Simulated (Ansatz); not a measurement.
Name a neutral molecule of C, N, O, Y and H with HOMO–LUMO gap (PBE/def2-TZVPP) between 2.15 and 2.45 eV and vertical ionisation energy (CCSD(T)/def2-TZVPP) between 7.50 and 7.80 eV (Ansatz, PBE0-D4/def2-TZVP geometry).

`C[N](C)[Y]([OH])[OH]` (2.41 eV, 7.58 eV). Other molecules can fit too; these were computed, each in one conformer that needn't be the lowest.
